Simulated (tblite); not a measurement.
Record of a relaxation.

Compound: C₇H₁₀F₃P.
Atom-mapped SMILES: `[CH3:1][C:2]1=[C:3]([C:4]([F:5])([F:6])[F:7])[CH2:8][P:9]([CH3:10])[CH2:11]1` (hydrogens: H12, H13, H14 on C1; H15, H16 on C8; H17, H18, H19 on C10; H20, H21 on C11)

Computed with GFN2-xTB (tblite), gas phase: L-BFGS steps from a force-field or distance-geometry start until the largest atomic force falls under 0.01 eV/Å. 5 of its 113 geometries are shown.

Step 0: E = -1001.2717 eV, largest atomic force 3.494 eV/Å
```
atom  x, y, z in Å  |  force x, y, z in eV/Å
C1     -1.685   -1.346    0.787   -0.564   0.339   0.468
C2     -0.732   -0.567   -0.072   -0.911   0.130   1.242
C3     -0.484    0.752    0.004   -0.788  -0.151   0.163
C4     -1.163    1.786    0.858   -0.297  -0.483   0.385
F5     -0.413    2.058    1.969   -0.481   0.068  -0.461
F6     -2.392    1.403    1.307    0.582   0.509  -0.118
F7     -1.341    2.956    0.203    0.080  -0.479   0.409
C8      0.531    1.343   -0.915   -0.471  -0.232   0.096
P9      1.328   -0.185   -1.524    2.475  -0.162  -2.461
C10     2.550   -0.478   -0.188    0.344  -0.067   0.582
C11     0.030   -1.381   -1.067   -0.176   0.575   0.729
H12    -2.556   -1.665    0.190    0.363   0.088   0.193
H13    -2.066   -0.773    1.654    0.219  -0.262  -0.575
H14    -1.203   -2.237    1.192    0.024   0.040  -0.204
H15     0.037    1.901   -1.728    0.242  -0.079   0.156
H16     1.227    1.997   -0.391    0.058   0.053  -0.083
H17     3.343    0.285   -0.231   -0.311  -0.229  -0.134
H18     3.024   -1.461   -0.326   -0.188   0.298  -0.071
H19     2.112   -0.446    0.814   -0.081   0.001  -0.046
H20     0.459   -2.292   -0.630   -0.153   0.139  -0.139
H21    -0.615   -1.634   -1.906    0.036  -0.096  -0.131
```

Step 28: E = -1001.6657 eV, largest atomic force 0.053 eV/Å
```
atom  x, y, z in Å  |  force x, y, z in eV/Å
C1     -1.695   -1.352    0.818   -0.007  -0.005   0.009
C2     -0.733   -0.565   -0.003    0.011  -0.002  -0.017
C3     -0.501    0.746    0.007   -0.013   0.020  -0.028
C4     -1.156    1.762    0.885    0.000   0.017   0.019
F5     -0.456    1.986    2.020    0.010  -0.028   0.028
F6     -2.401    1.447    1.280   -0.002   0.025  -0.012
F7     -1.253    2.958    0.278   -0.013   0.017   0.001
C8      0.519    1.278   -0.960    0.008   0.006  -0.008
P9      1.432   -0.210   -1.629    0.004  -0.008   0.019
C10     2.558   -0.458   -0.180    0.026  -0.004   0.018
C11     0.046   -1.319   -1.040    0.015  -0.001  -0.028
H12    -2.532   -1.648    0.185   -0.043  -0.017   0.026
H13    -2.081   -0.799    1.667   -0.004   0.034   0.008
H14    -1.217   -2.260    1.179    0.021  -0.021   0.004
H15     0.031    1.817   -1.778   -0.020  -0.011   0.004
H16     1.213    1.975   -0.484    0.000   0.001   0.007
H17     3.343    0.295   -0.214    0.006   0.020   0.000
H18     3.027   -1.437   -0.258   -0.007  -0.021  -0.005
H19     2.021   -0.382    0.764   -0.012   0.005  -0.007
H20     0.440   -2.264   -0.659    0.000   0.002  -0.010
H21    -0.615   -1.553   -1.879    0.019  -0.030  -0.028
```

Step 56: E = -1001.6834 eV, largest atomic force 0.046 eV/Å
```
atom  x, y, z in Å  |  force x, y, z in eV/Å
C1     -1.647   -1.323    0.850    0.008   0.003   0.002
C2     -0.720   -0.573   -0.043    0.021   0.004   0.016
C3     -0.497    0.742   -0.054   -0.009   0.003   0.003
C4     -1.105    1.709    0.911   -0.003   0.001   0.000
F5     -0.583    1.575    2.153   -0.008  -0.003   0.013
F6     -2.436    1.573    1.064   -0.010  -0.019  -0.041
F7     -0.903    2.988    0.564    0.018   0.004  -0.019
C8      0.473    1.263   -1.076    0.006   0.011   0.022
P9      1.452   -0.229   -1.637    0.016   0.005   0.007
C10     2.500   -0.397   -0.117   -0.014  -0.013  -0.021
C11     0.047   -1.335   -1.083   -0.001   0.017  -0.008
H12    -2.534   -1.613    0.286    0.003  -0.010   0.014
H13    -1.961   -0.731    1.704   -0.004  -0.002   0.000
H14    -1.165   -2.232    1.206   -0.008   0.001   0.002
H15    -0.056    1.704   -1.927   -0.014  -0.024   0.015
H16     1.135    2.033   -0.674    0.018   0.007   0.025
H17     3.299    0.343   -0.162   -0.026  -0.027   0.009
H18     2.950   -1.388   -0.107    0.011   0.019  -0.015
H19     1.917   -0.253    0.792    0.017   0.007  -0.034
H20     0.427   -2.290   -0.713   -0.027   0.027   0.018
H21    -0.601   -1.549   -1.938    0.006  -0.012  -0.009
```

Step 84: E = -1001.6939 eV, largest atomic force 0.020 eV/Å
```
atom  x, y, z in Å  |  force x, y, z in eV/Å
C1     -1.627   -1.312    0.888   -0.006   0.003   0.000
C2     -0.706   -0.566   -0.014   -0.010   0.003   0.005
C3     -0.483    0.748   -0.025    0.001  -0.001  -0.001
C4     -1.161    1.717    0.891    0.007   0.005  -0.007
F5     -0.841    1.522    2.190    0.005  -0.008   0.006
F6     -2.506    1.645    0.836   -0.003  -0.007   0.000
F7     -0.846    2.991    0.622    0.003   0.004   0.006
C8      0.491    1.274   -1.037    0.006  -0.009  -0.007
P9      1.433   -0.220   -1.656    0.010  -0.004   0.000
C10     2.535   -0.428   -0.181   -0.007  -0.001  -0.003
C11     0.046   -1.328   -1.064   -0.003  -0.005   0.009
H12    -2.505   -1.635    0.328    0.004  -0.005   0.009
H13    -1.957   -0.705    1.726   -0.014   0.004  -0.013
H14    -1.133   -2.203    1.274   -0.003   0.007  -0.013
H15    -0.035    1.749   -1.871   -0.008   0.009   0.004
H16     1.174    2.016   -0.616   -0.004   0.001   0.003
H17     3.314    0.332   -0.213   -0.001  -0.011  -0.003
H18     3.008   -1.407   -0.231    0.011   0.009  -0.007
H19     1.976   -0.341    0.749    0.003   0.010   0.002
H20     0.435   -2.278   -0.694    0.013  -0.004   0.010
H21    -0.619   -1.554   -1.903   -0.004   0.001   0.000
```

Step 112: E = -1001.6962 eV, largest atomic force 0.009 eV/Å
```
atom  x, y, z in Å  |  force x, y, z in eV/Å
C1     -1.665   -1.304    0.875    0.001  -0.003   0.003
C2     -0.716   -0.566   -0.004   -0.008  -0.001  -0.002
C3     -0.485    0.747   -0.012   -0.001  -0.001   0.000
C4     -1.165    1.714    0.903    0.005   0.007  -0.003
F5     -0.880    1.488    2.205    0.003   0.003   0.002
F6     -2.510    1.672    0.815    0.005   0.003  -0.004
F7     -0.816    2.986    0.664   -0.003  -0.005   0.005
C8      0.494    1.272   -1.020   -0.002  -0.003  -0.002
P9      1.418   -0.224   -1.663   -0.002   0.006  -0.004
C10     2.565   -0.421   -0.223   -0.004   0.001  -0.002
C11     0.053   -1.339   -1.034   -0.003   0.003  -0.001
H12    -2.498   -1.676    0.279    0.005  -0.006   0.001
H13    -2.061   -0.676    1.667   -0.002  -0.001  -0.001
H14    -1.166   -2.163    1.322    0.000  -0.006   0.004
H15    -0.032    1.767   -1.842    0.001   0.005  -0.004
H16     1.187    2.000   -0.591    0.002  -0.001  -0.001
H17     3.338    0.342   -0.285    0.002  -0.003   0.006
H18     3.043   -1.397   -0.283    0.001   0.000   0.001
H19     2.034   -0.330    0.724    0.001   0.002   0.005
H20     0.464   -2.269   -0.634    0.001   0.003   0.001
H21    -0.609   -1.607   -1.864   -0.003  -0.002  -0.002
```

Problem. Summarise the path.

Solution. The energy falls by 0.4245 eV from step 0 to step 112; nine tenths of that is first reached at step 8. It rises by more than 0.2 meV at step 40. The largest force goes from 3.494 to 0.009 eV/Å. Among the bonds P9–C11 changes most, from 1.823 to 1.872 Å; the atoms move by 0.281 Å rms after alignment.

The cost below is that of the whole relaxation. Time: 1.1 s. Hardware: Arm Neoverse V1, one thread, shared host.
